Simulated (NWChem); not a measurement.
CH5AlClNO; SMILES C[NH][Al]([OH])[Cl]

```xyz
10

Al     0.3277    -0.0251     0.0000
Cl    -0.3553    -2.0150     0.0000
N     -0.8486     1.2842     0.0000
C     -0.5916     2.7069     0.0000
H     -1.8387     1.0628     0.0000
H     -1.0065     3.2147     0.8903
H     -1.0065     3.2147    -0.8903
H      0.4926     2.8960     0.0000
O      1.9814     0.3468     0.0000
H      2.7026    -0.2830     0.0000
```
Atoms are numbered in this order, from 1.

Level: PBE0/def2-SVP (NWChem), optimised geometry, unscaled harmonic frequencies. 

Task: List the harmonic frequencies with IR intensities, and the thermochemistry.

Result: 
```
frequency (cm⁻¹)  IR intensity (km/mol)
----------------  ---------------------
103                                 0.4
104                                 0.5
156                                 0.0
182                                22.7
254                                33.4
291                               121.2
300                                 1.2
497                                16.7
523                               120.9
577                               240.7
747                                88.1
920                               120.0
1083                               23.7
1140                                0.0
1181                              120.8
1391                               59.7
1452                               21.1
1469                                2.8
1496                                6.2
3010                               97.0
3073                               40.8
3140                               13.4
3632                               23.8
4001                              126.7
```

```json
{
 "zero_point_energy": "43.9 kcal/mol",
 "thermal correction to the enthalpy at 298.15 K (with zero-point energy)": "49.3 kcal/mol",
 "heat capacity Cv": "24.6 cal/(mol K)",
 "entropy at 298.15 K and 1 atm (symmetry number 1)": "86.3 cal/(mol K)",
 "dipole_moment": "0.85 D"
}
```

Rigid rotor and harmonic oscillator.
